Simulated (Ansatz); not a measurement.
Gas-phase electronic energies from Ansatz, PBE0-D4/def2-TZVP geometries. CCSD(T)/CBS is the MP2 limit (def2-TZVPP, def2-QZVPP) plus CCSD(T) − MP2 in def2-TZVPP, frozen cores. This one scheme is used for every species. Functionals use def2-TZVPP. B3LYP here is the variant with VWN-RPA as its local correlation; programs differ in this. One conformer a species, not always the lowest.

Consider the cleavage of the Si–Al bond: `NC[SiH2][AlH2]` + CH₃OH → `CO[SiH2]CN` + `[AlH3]`.

`NC[SiH2][AlH2]`:

Z-matrix (Å, degrees):
```
C
Si 1 1.893
N 1 1.456 2 111.4
H 1 1.103 2 108.4 3 127.3
H 1 1.096 2 107.1 3 -118.9
Al 2 2.458 1 113.5 3 -178.4
H 2 1.498 1 107.8 3 -57.3
H 2 1.493 1 109.6 3 57.5
H 3 1.013 1 111.3 2 177.1
H 3 1.012 1 111.0 2 57.8
H 6 1.592 2 121.3 1 0.4
H 6 1.590 2 120.5 1 -179.7
```

CH₃OH:

Z-matrix (Å, degrees):
```
C
O 1 1.409
H 1 1.097 2 112.4
H 1 1.090 2 107.0 3 -118.5
H 1 1.097 2 112.4 3 123.0
H 2 0.959 1 108.5 3 -61.6
```

`CO[SiH2]CN`:

Z-matrix (Å, degrees):
```
C
O 1 1.411
H 1 1.094 2 111.4
H 1 1.091 2 108.1 3 120.1
H 1 1.097 2 111.1 3 -121.0
Si 2 1.640 1 123.7 3 61.4
C 6 1.877 2 113.1 1 -67.5
H 6 1.496 2 109.9 1 52.6
H 6 1.484 2 106.1 1 171.8
N 7 1.461 6 110.4 2 68.5
H 7 1.096 6 106.9 2 -49.7
H 7 1.103 6 109.2 2 -164.2
H 10 1.012 7 111.4 6 -179.2
H 10 1.012 7 110.7 6 62.0
```

`[AlH3]`:

```xyz
4

Al    0.000    0.000    0.000
H    -0.643   -0.463   -1.374
H     1.306    0.900    0.002
H    -0.663   -0.438    1.373
```

```tsv
level	ΔE (kJ/mol)	difference from CCSD(T)/CBS
ωB97X-V	-95.7	-2.3
ωB97M-V	-101.6	-8.2
B2PLYP	-98.5	-5.1
r2SCAN	-88.4	5.0
PBE0	-74.4	19.0
B3LYP	-92.4	1.0
HF/def2-TZVPP	-112.9	-19.5
MP2/def2-TZVPP	-103.2	-9.8
SCS-MP2/def2-TZVPP	-105.5	-12.1
CCSD(T)/def2-TZVPP	-94.0	-0.6
HF/def2-QZVPP	-114.4	-21.0
MP2/def2-QZVPP	-103.4	-10.0
SCS-MP2/def2-QZVPP	-105.5	-12.1
HF/CBS(def2)	-114.6	-21.2
MP2/CBS(def2)	-102.7	-9.3
CCSD/CBS(def2)	-95.5	-2.1
CCSD(T)/CBS	-93.4	0
```

Largest T1 diagnostic among the species: 0.011.

The D4 term adds −4.9 kJ/mol with B3LYP and −2.8 kJ/mol with PBE0; it sums over pairs of atoms, weighted by their polarisabilities, and B3LYP, whose exchange is more repulsive, gets the larger term. In def2-TZVPP, CCSD(T) changes the Hartree–Fock value by +19.0 kJ/mol (the triples alone add +2.1 kJ/mol) and MP2 by +9.7 kJ/mol.
